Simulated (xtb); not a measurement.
C₆H₁₅B, singlet, at a GFN2-xTB geometry, atoms displaced at random by about 0.06 Å a coordinate; GFN2-xTB run with xtb.

The xtb input:
```
$ xtb mol.xyz --gfn 2 --chrg 0 --uhf 0 --opt --json

# file mol.xyz
22

B      0.06087797    -0.01935138     0.14978978
C      1.49463912     0.21036393    -0.73082553
C      1.14918622    -0.05550235    -2.24615637
H      2.19361526    -0.36993510    -0.37334352
H      1.55922161     1.32007148    -0.67762372
H      0.41767846     0.46498268    -2.65846108
H      0.90000790    -1.14310806    -2.34473221
H      2.10810227     0.12407545    -2.74437188
C     -1.31777858    -0.20582275    -0.38567036
C     -1.96812119     1.15266431    -0.56670896
H     -1.92197210    -0.74190394     0.34483068
H     -1.38724783    -0.84361424    -1.30315791
H     -1.53755489     1.64543291    -1.44173094
H     -2.11358092     1.63283552     0.21115440
H     -3.05881626     0.93960816    -1.06281788
C      0.37367136     0.09142636     1.67755075
C      0.40834365    -1.18714681     2.40344776
H     -0.46987946     0.54022191     2.20307872
H      1.27395693     0.68662012     2.05154149
H      1.38534322    -1.75458827     1.85192916
H     -0.35901582    -1.96683421     2.14579382
H      0.69256117    -1.24649265     3.34304293
```

What the program printed (banner, timings and long lists left out):

```
   ID    Z sym.   atoms
    1    5 B      1
    2    6 C      2, 3, 9, 10, 16, 17
    3    1 H      4-8, 11-15, 18-22

           -------------------------------------------------
          |                Calculation Setup                |
           -------------------------------------------------

           -------------------------------------------------
          |                 G F N 2 - x T B                 |
           -------------------------------------------------

          ...................................................
          :                      SETUP                      :
          :.................................................:
          :  # basis functions                  43          :
          :  # atomic orbitals                  43          :
          :  # shells                           29          :
          :  # electrons                        42          :
          :  max. iterations                   250          :
          :  Hamiltonian                  GFN2-xTB          :
          :  restarted?                      false          :
          :  GBSA solvation                  false          :
          :  PC potential                    false          :
          :  electronic temp.          300.0000000     K    :
          :  accuracy                    1.0000000          :
          :  -> integral cutoff          0.2500000E+02      :
          :  -> integral neglect         0.1000000E-07      :
          :  -> SCF convergence          0.1000000E-05 Eh   :
          :  -> wf. convergence          0.1000000E-03 e    :
          :  Broyden damping             0.4000000          :
          :  net charge                          0          :
          :  unpaired electrons                  0          :
          ...................................................

 iter      E             dE          RMSdq      gap      omega  full diag
   1    -21.7256231 -0.217256E+02  0.498E+00    5.89       0.0  T
   2    -21.9296720 -0.204049E+00  0.388E+00    2.59       1.0  T
   3    -21.9757526 -0.460806E-01  0.209E+00    4.22       1.0  T
   4    -21.9802551 -0.450249E-02  0.790E-01    3.35       1.0  T
   5    -21.9973604 -0.171053E-01  0.175E-01    3.84       1.0  T
   6    -21.9973631 -0.266435E-05  0.504E-02    3.86       1.0  T
   7    -21.9973731 -0.995326E-05  0.114E-02    3.85       1.9  T
   8    -21.9973738 -0.754903E-06  0.330E-03    3.85       6.5  T
   9    -21.9973738 -0.132303E-07  0.123E-03    3.85      17.3  T
  10    -21.9973739 -0.162970E-07  0.201E-04    3.85     106.1  T
  11    -21.9973739 -0.187608E-09  0.906E-05    3.85     235.4  T

   *** convergence criteria satisfied after 11 iterations ***

         :::::::::::::::::::::::::::::::::::::::::::::::::::::
         ::                     SUMMARY                     ::
         :::::::::::::::::::::::::::::::::::::::::::::::::::::
         :: total energy             -21.598139202149 Eh    ::
         :: gradient norm              0.425291410773 Eh/a0 ::
         :: HOMO-LUMO gap              3.848725457399 eV    ::
         ::.................................................::
         :: SCC energy               -21.997271109753 Eh    ::
         :: -> isotropic ES            0.024721577436 Eh    ::
         :: -> anisotropic ES          0.006974097413 Eh    ::
         :: -> anisotropic XC          0.011716144519 Eh    ::
         :: -> dispersion             -0.012952887159 Eh    ::
         :: repulsion energy           0.399131907605 Eh    ::
         :: add. restraining           0.000000000000 Eh    ::
         :: total charge              -0.000000000000 e     ::
         :::::::::::::::::::::::::::::::::::::::::::::::::::::

      -----------------------------------------------------------
     |                   =====================                   |
     |                        A N C O P T                        |
     |                   =====================                   |
     |               Approximate Normal Coordinate               |
     |                Rational Function Optimizer                |
      -----------------------------------------------------------
      -----------------------------------------------------------
     |                   =====================                   |
     |                        A N C O P T                        |
     |                   =====================                   |
     |               Approximate Normal Coordinate               |
     |                Rational Function Optimizer                |
      -----------------------------------------------------------

          ...................................................
          :                      SETUP                      :
          :.................................................:
          :   optimization level            normal          :
          :   max. optcycles                   200          :
          :   ANC micro-cycles                  20          :
          :   degrees of freedom                60          :
          :.................................................:
          :   RF solver                   davidson          :
          :   write xtbopt.log                true          :
          :   linear?                        false          :
          :   energy convergence         0.5000000E-05 Eh   :
          :   grad. convergence          0.1000000E-02 Eh/α :
          :   maxmium RF displ.          1.0000000          :
          :   Hlow (freq-cutoff)         0.1000000E-01      :
          :   Hmax (freq-cutoff)         5.0000000          :
          :   S6 in model hess.         20.0000000          :
          ...................................................

generating ANC from exact Hessian ...
Using Lindh-Hessian (1995)
 Shifting diagonal of input Hessian by    8.7506341330163846E-003
 Lowest  eigenvalues of input Hessian
[...]
 * total energy  :   -21.5981392 Eh     change       -0.2005862E-09 Eh
 * total energy  :   -21.6890753 Eh     change       -0.9093610E-01 Eh
 * total energy  :   -21.7059540 Eh     change       -0.1687874E-01 Eh
 * total energy  :   -21.7071174 Eh     change       -0.1163404E-02 Eh
 * total energy  :   -21.7072924 Eh     change       -0.1749583E-03 Eh
 * total energy  :   -21.7073226 Eh     change       -0.3017869E-04 Eh
 * total energy  :   -21.7073325 Eh     change       -0.9900239E-05 Eh
 * total energy  :   -21.7073347 Eh     change       -0.2200072E-05 Eh
   *** GEOMETRY OPTIMIZATION CONVERGED AFTER 8 ITERATIONS ***
         :: total energy             -21.707334677648 Eh    ::
[...]
        12        2.0000           -0.4716528             -12.8343
        13        2.0000           -0.4553806             -12.3915
        14        2.0000           -0.4471381             -12.1672
        15        2.0000           -0.4434571             -12.0671
        16        2.0000           -0.4354116             -11.8482
        17        2.0000           -0.4285133             -11.6604
        18        2.0000           -0.4256152             -11.5816
        19        2.0000           -0.4233950             -11.5212
        20        2.0000           -0.3875980             -10.5471
        21        2.0000           -0.3864642             -10.5162 (HOMO)
        22                         -0.2253402              -6.1318 (LUMO)
        23                          0.1054202               2.8686
        24                          0.1286529               3.5008
        25                          0.1383773               3.7654
        26                          0.1417628               3.8576
        27                          0.1426837               3.8826
        28                          0.1591628               4.3310
        29                          0.1761461               4.7932
        30                          0.1884255               5.1273
        31                          0.1912202               5.2034
        32                          0.1945457               5.2939
       ...                                ...                  ...
        43                          0.3997527              10.8778
      -------------------------------------------------------------
                  HL-Gap            0.1611240 Eh            4.3844 eV
             Fermi-level           -0.3059022 Eh           -8.3240 eV

     #   Z          covCN         q      C6AA      α(0)
     1   5 B        2.701     0.258    17.620     7.043
     2   6 C        3.721    -0.139    23.304     6.894
     3   6 C        3.749    -0.100    22.478     6.762
     4   1 H        0.924     0.037     2.488     2.467
     5   1 H        0.924     0.043     2.412     2.429
     6   1 H        0.925     0.030     2.583     2.514
     7   1 H        0.925     0.027     2.627     2.535
     8   1 H        0.925     0.025     2.663     2.552
     9   6 C        3.721    -0.137    23.259     6.888
    10   6 C        3.751    -0.093    22.337     6.740
    11   1 H        0.924     0.026     2.638     2.540
    12   1 H        0.924     0.031     2.571     2.507
    13   1 H        0.925     0.028     2.615     2.529
    14   1 H        0.925     0.027     2.634     2.538
    15   1 H        0.925     0.032     2.558     2.501
    16   6 C        3.720    -0.140    23.315     6.896
    17   6 C        3.751    -0.094    22.359     6.743
    18   1 H        0.924     0.030     2.593     2.518
    19   1 H        0.924     0.022     2.701     2.570
    20   1 H        0.925     0.026     2.641     2.541
    21   1 H        0.925     0.029     2.603     2.523
    22   1 H        0.925     0.032     2.555     2.500

 Mol. C6AA /au·bohr⁶  :       3239.191866
 Mol. C8AA /au·bohr⁸  :      69771.590607
 Mol. α(0) /au        :         85.730134

Wiberg/Mayer (AO) data.
largest (>0.10) Wiberg bond orders for each atom

 ---------------------------------------------------------------------------
     #   Z sym  total        # sym  WBO       # sym  WBO       # sym  WBO
 ---------------------------------------------------------------------------
     1   5 B    3.261 --     2 C    1.033     9 C    1.016    16 C    1.011
     2   6 C    3.974 --     1 B    1.033     3 C    1.017     4 H    0.956
                             5 H    0.942
     3   6 C    3.997 --     2 C    1.017     7 H    0.989     8 H    0.989
                             6 H    0.988
     4   1 H    0.999 --     2 C    0.956
     5   1 H    0.998 --     2 C    0.942
     6   1 H    0.999 --     3 C    0.988
     7   1 H    0.999 --     3 C    0.989
     8   1 H    0.999 --     3 C    0.989
     9   6 C    3.977 --     1 B    1.016    10 C    0.989    11 H    0.973
                            12 H    0.971
    10   6 C    3.997 --    14 H    0.990     9 C    0.989    13 H    0.989
                            15 H    0.985
    11   1 H    0.999 --     9 C    0.973
    12   1 H    0.999 --     9 C    0.971
    13   1 H    0.999 --    10 C    0.989
    14   1 H    0.999 --    10 C    0.990
    15   1 H    0.999 --    10 C    0.985
    16   6 C    3.975 --     1 B    1.011    17 C    0.992    19 H    0.977
                            18 H    0.970
    17   6 C    3.997 --    16 C    0.992    20 H    0.990    21 H    0.989
                            22 H    0.986
    18   1 H    0.999 --    16 C    0.970
    19   1 H    1.000 --    16 C    0.977
    20   1 H    0.999 --    17 C    0.990
    21   1 H    0.999 --    17 C    0.989
    22   1 H    0.999 --    17 C    0.986
 ---------------------------------------------------------------------------

Topologies differ in total number of bonds
Writing topology from bond orders to xtbtopo.mol

molecular dipole:
                 x           y           z       tot (Debye)
 q only:        0.022       0.030       0.008
   full:        0.038       0.050       0.020       0.167
molecular quadrupole (traceless):
                xx          xy          yy          xz          yz          zz
 q only:       -0.157      -0.035       0.915       0.171      -0.125      -0.758
  q+dip:        1.227       0.683      -0.777      -0.154       0.102      -0.450
   full:        0.203       0.037       0.810       0.020      -0.168      -1.013

optimized geometry written to: xtbopt.xyz

           -------------------------------------------------
          | TOTAL ENERGY              -21.707334677648 Eh   |
          | GRADIENT NORM               0.000658985505 Eh/α |
          | HOMO-LUMO GAP               4.384408453424 eV   |
           -------------------------------------------------
```
